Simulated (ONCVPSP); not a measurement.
# What one change does to a pseudopotential (cadmium, ONCV)

| Item | Value |
| --- | --- |
| Element | cadmium |
| Generator | ONCVPSP 4.0.1 |
| Type | optimised norm-conserving Vanderbilt (ONCV) |
| Functional | PBE |
| Relativity | scalar-relativistic |
| Frozen core | [Ar] 3d10 |
| Valence charge | 20 |
| Reference configuration | 4s2 4p6 4d10 5s2 |
| Partial waves | 4s+5s: rc 1.65 bohr, ncon 4, nbas 7, qcut 8 1/bohr, 2 projectors; 4p: rc 1.15 bohr, ncon 4, nbas 7, qcut 12.1 1/bohr, 2 projectors, debl 1.7 Ha; 4d: rc 1.15 bohr, ncon 5, nbas 10, qcut 8.7 1/bohr, 3 projectors, debl 1.8 Ha |
| Local potential | polynomial inside 1.10 bohr (lpopt 3, dvloc0 6 Ha) |
| Core correction | Teter function, fcfact 4.25, rcfact 1.55 |

In the p channel the program set the typed energies aside and used -2.461, 0.250 Ha.

Change: p: rc 0.84; local potential polynomial inside 0.84 bohr (lpopt 3, dvloc0 6 Ha).

Cutoffs: the cutoffs (Ha) at which the residual kinetic energy of the hardest occupied pseudo-wave falls to 1 and 0.1 mHa per electron; they do not see the model core or the augmentation charge, which bear on the density cutoff. Errors are all-electron minus pseudo energies relative to the spin-unpolarised reference configuration.

Question: Predict the effect on cutoff, ghosts and configuration errors.

Answer: The potential gets harder (51 Ha and 94 Ha → 52 Ha and 184 Ha); the bound ghosts move from d, s to d, p; of the 4 tests that both files solve, the error grows in 0 and shrinks in 2 by more than 15 % and 0.3 meV (median size 14.5 → 12.1 meV). A smaller radius makes the pseudo-wave follow the all-electron one further in, where it bends more sharply, so more plane waves are needed.

| quantity | base | changed |
| --- | --- | --- |
| cutoff, loose | 51 Ha | 52 Ha |
| cutoff, tight | 94 Ha | 184 Ha |
| loose cutoff by channel | s 20 Ha, p 51 Ha, d 36 Ha | s 20 Ha, p 52 Ha, d 36 Ha |
| bound ghosts | s, d | p, d |
| GHOST(+) flags under 300 eV | none | s at 224.1 eV |
| error for 4s2 4p6 4d10 5s1, meV [ΔE 9.27 eV] | -2.6 | -2.4 |
| error for 4s2 4p6 4d10 5s0, meV [ΔE 26.40 eV] | -11 | -9.9 |
| error for 4s2 4p6 4d9 5s0, meV [ΔE 64.41 eV] | -18 | -14 |
| error for 4s2 4p6 4d8 5s0, meV [ΔE 118.47 eV] | -25 | -18 |
| s: phases at 1.68 bohr within 0.05 rad from the reference energy up to (Ha; the scan ends near 5) | to the end of the scan | to the end of the scan |
| d: phases at 1.17 bohr within 0.05 rad from the reference energy up to (Ha; the scan ends near 5) | to the end of the scan | to the end of the scan |
| rms error of d²Exc/dni dnj with the model core, mHa | 2.90 | 2.90 |

 A true bound ghost makes a file unfit for plane-wave use even where its test errors are small: the radial tests pick states by their node count and pass the ghost by.
